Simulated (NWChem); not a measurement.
C₃H₄Cl₂; SMILES C(Cl)(=CC)Cl

```xyz
9

C     -0.9539     2.2620     0.0000
C     -1.1233     0.7833     0.0000
C     -0.1438    -0.1260     0.0000
Cl     1.5369     0.2740     0.0000
Cl    -0.4616    -1.8235     0.0000
H     -1.4377     2.7080    -0.8845
H      0.1050     2.5511     0.0000
H     -1.4377     2.7080     0.8845
H     -2.1407     0.3802     0.0000
```
Atoms are numbered in this order, from 1.

Geometry: optimised at PBE0/def2-SVP.

Q: Give the principal values of the shielding tensors (ppm) of C1, C2, C3, Cl4, Cl5 from B3LYP/6-31G* (spherical d), GIAO (NWChem), with their diamagnetic and paramagnetic parts as GIAO splits them.

A: 
| atom | σ11 | σ22 | σ33 | isotropic | diamagnetic | paramagnetic |
|---|---|---|---|---|---|---|
| C1 | 162.4 | 171.7 | 187.4 | 173.8 | 251.1 | -77.3 |
| C2 | -22.6 | 85.7 | 144.4 | 69.2 | 254.8 | -185.7 |
| C3 | -8.9 | 78.8 | 112.1 | 60.7 | 261.6 | -200.9 |
| Cl4 | 501.7 | 567.8 | 964.8 | 678.1 | 1146.5 | -468.4 |
| Cl5 | 406.9 | 502.5 | 1013.9 | 641.1 | 1146.2 | -505.1 |
